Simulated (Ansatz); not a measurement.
InOH₃⁺, that is InH2(OH) with one electron fewer. The state is a doublet with charge 1. Geometry PBE-D4/def2-TZVP, that of the neutral singlet.

```xyz
5

In   -0.218    0.599    0.002
H    -1.759    1.121   -0.543
H     1.162    1.384    0.679
O    -0.027   -1.399   -0.221
H     0.843   -1.705    0.084
```

In the def2 sets In takes a core potential; there is no spin–orbit coupling.

Task: Estimate the α-spin orbital energies around the gap (eV) in Ansatz with PBE-D4/def2-TZVP, r2SCAN-D4/def2-TZVP, PBE0-D4/def2-TZVP.

Result: 
```
orbital  PBE-D4/def2-TZVP  r2SCAN-D4/def2-TZVP  PBE0-D4/def2-TZVP
 HOMO−5            -25.73               -26.36             -28.20
 HOMO−4            -18.53               -19.15             -20.92
 HOMO−3            -17.04               -17.67             -19.29
 HOMO−2            -15.05               -15.96             -17.57
 HOMO−1            -14.46               -14.92             -16.65
   HOMO            -14.24               -14.57             -15.13
   LUMO             -8.16                -7.74              -7.23
 LUMO+1             -7.79                -7.42              -6.71
 LUMO+2             -6.06                -5.50              -5.13
 LUMO+3             -3.88                -3.05              -3.20
 LUMO+4             -3.32                -2.67              -2.37
 LUMO+5             -2.67                -1.39              -2.05
 β HOMO            -13.65               -13.84             -14.54
 β LUMO            -13.54               -13.45             -12.72
```
